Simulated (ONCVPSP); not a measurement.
# Pseudopotential generation for dysprosium: ONCV, PBE, scalar-relativistic.

```json
{
  "Element": "Dy",
  "Generator": "ONCVPSP 4.0.1",
  "Type": "optimised norm-conserving Vanderbilt (ONCV)",
  "Functional": "PBE",
  "Relativity": "scalar-relativistic",
  "Frozen core": "[Kr] 4d10 4f9",
  "Valence charge": "11",
  "Reference configuration": "5s2 5p6 5d1 6s2",
  "Partial waves": "5s+6s: rc 1.80 bohr, ncon 4, nbas 9, qcut 5.2 1/bohr, 2 projectors; 5p: rc 2.30 bohr, ncon 4, nbas 8, qcut 6.9 1/bohr, 1 projector; 5d: rc 3.10 bohr, ncon 5, nbas 10, qcut 6.2 1/bohr, 2 projectors, debl 0.7 Ha",
  "Local potential": "polynomial inside 1.65 bohr (lpopt 5, dvloc0 0 Ha)",
  "Core correction": "Teter function, fcfact 4.75, rcfact 1.15"
}
```

Results:

- Cutoffs needed: 12 Ha and 44 Ha (the cutoffs (Ha) at which the residual kinetic energy of the hardest occupied pseudo-wave falls to 1 and 0.1 mHa per electron)
- Ghost test: no bound ghost flagged; GHOST(+) flagged for s at 148.0 eV
- Configuration tests: 1 of 4 tests not solved or not reliable
- rms error of d²Exc/dni dnj: 5.26 mHa without and 1.89 mHa with the model core

Generation and tests took about 6 s on one core of a shared server CPU.
